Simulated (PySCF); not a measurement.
PySCF job for ZnBr2, SMILES [Br][Zn][Br], PBE/pcSseg-1. Geometry optimised at B3LYP-D3(BJ)/def2-SVP. The isomer is the one that the SMILES or the coordinates give; other isomers of the formula were not compared.

```python
import numpy as np
from pyscf import gto, scf, dft
from pyscf.prop.nmr import rks as nmr

mol = gto.M(
    atom='''
    Zn    0.00000000    0.00000000    0.00000000
    Br    0.00000000    0.00000000    2.24279322
    Br    0.00000000    0.00000000   -2.24279322
    ''',
    basis='pcSseg-1',
    charge=0,
    spin=0,
    max_memory=1600,
    verbose=3,
)
mf = dft.RKS(mol, xc='pbe')
mf.grids.level = 3
mf.conv_tol = 1e-10
mf.max_cycle = 100
mf.kernel()
n = nmr.NMR(mf)
n.verbose = 2
n.max_cycle_cphf = 60
sigma = n.kernel()
print('atom   isotropic/ppm   span/ppm')
for i, s in enumerate(sigma):
    w = np.linalg.eigvalsh((s + s.T) / 2)
    print(f'{mol.atom_symbol(i):2s}{i + 1:3d} {w.mean():14.3f} {w[2] - w[0]:11.3f}')
```

Output:

```
converged SCF energy = -6926.06642668754
atom   isotropic/ppm   span/ppm
Zn  1       1658.121    1315.206
Br  2       2717.851     621.165
Br  3       2717.851     621.165
```

Self-consistency was reached.
